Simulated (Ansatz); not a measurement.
Start from `F[Si]([SiH3])(Cl)Br` and change one atom or group to get `O[Si](F)([SiH3])Cl`.

Ansatz, PBE0-D4/def2-TZVP geometries, multiplicity 1. Each molecule was computed in one conformer, which needn't be the lowest.

Scalar relativity is left out up to krypton. Spin–orbit coupling is left out; it splits and shifts lone-pair levels of the heavy atoms by tenths of an eV.

| property | `F[Si]([SiH3])(Cl)Br` |
| --- | --- |
| HOMO energy (ωB97M-V/def2-TZVPP) / eV | -10.60 |
| HOMO energy (PBE/def2-TZVPP) / eV | -7.37 |
| HOMO–LUMO gap (PBE/def2-TZVPP) / eV | 5.81 |
| LUMO energy (PBE/def2-TZVPP) / eV | -1.56 |
| zero-point energy (PBE0-D4/def2-TZVP) / kJ/mol | 82.3 |
| size of the dipole moment (B3LYP/def2-TZVPP) / D | 1.70 |

(1) What does the change do to each property? (Best estimate.)

## Answers

(1) Computed: 
```csv
property,`O[Si](F)([SiH3])Cl`,shift
HOMO energy (ωB97M-V/def2-TZVPP) / eV,-10.80,-0.20
HOMO energy (PBE/def2-TZVPP) / eV,-7.50,-0.13
HOMO–LUMO gap (PBE/def2-TZVPP) / eV,6.49,0.68
LUMO energy (PBE/def2-TZVPP) / eV,-1.01,0.55
zero-point energy (PBE0-D4/def2-TZVP) / kJ/mol,116.2,33.9
size of the dipole moment (B3LYP/def2-TZVPP) / D,1.03,-0.67
```

With PBE0 the HOMO falls by 0.17 eV and the LUMO rises by 0.57 eV, so the gap widens by about 0.74 eV. PBE moves the HOMO by -0.13 eV and ωB97M-V by -0.20 eV. The zero-point energy changes by 33.9 kJ/mol with +3 modes. Dipoles are sizes alone; their direction can turn.

Positive LUMOs are unbound, so they and the gaps depend on the basis.

B3LYP here is the variant with VWN-RPA as its local correlation; programs differ in this.
